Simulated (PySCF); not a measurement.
## Radial density of Nb+ (niobium, charge +1)

PBE, [Kr] 4d4, high-spin 5D determinant. Calculation: PySCF 2.14, in x2c-TZVPall; scalar relativity by spin-free X2C-1e.

```csv
r (bohr),4πr²ρ (e/bohr),4πr²(ρα − ρβ)
0.0385,46.44,-0.0026
0.0648,46.69,0.0002
0.109,63.60,0.0563
0.183,44.03,0.2631
0.308,45.84,0.3689
0.518,30.69,0.0110
0.872,10.36,0.7471
1.47,7.594,2.0833
2.47,1.643,1.2071
4.15,0.1983,0.1958
6.98,0.003629,0.0036
```

Densities and radii are taken from the X2C orbitals without a picture-change correction, which distorts them close to the nucleus.

Q: Where is the radial spin density 4πr²(ρα − ρβ) most negative, and why is it negative at all?

A: Around r = 0.0385 bohr, down to -0.0026 e/bohr: exchange with the open shell polarises the paired shells in an unrestricted calculation.
